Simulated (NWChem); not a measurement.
System: SnHOCl$_{2}$F; SMILES [OH][Sn]([F])([Cl])[Cl]

```xyz
6

O     -1.4722    -1.5206     0.0000
Sn    -0.2245    -0.0158     0.0000
F     -1.3113     1.5711     0.0000
Cl     1.0938     0.0003     1.8977
Cl     1.0938     0.0003    -1.8977
H     -2.3849    -1.1995     0.0000
```
Atoms are numbered in this order, from 1.

Computed with NWChem. The geometry was optimised at PBE0/def2-SVP. def2 effective core potentials on Sn; no spin-orbit coupling. Level M06-L/def2-SVP: energy and gradient on several grids; changes count from the extra-fine grid, which is no exact limit either.

```
grid     size of the energy change (μHa)  largest change of a gradient component (μHa/bohr)
-------  -------------------------------  -------------------------------------------------
xcoarse                             9000                                              10000
coarse                               400                                               2000
medium                                40                                                200
fine                                  20                                                300
xfine                               < 10                                               < 30
```
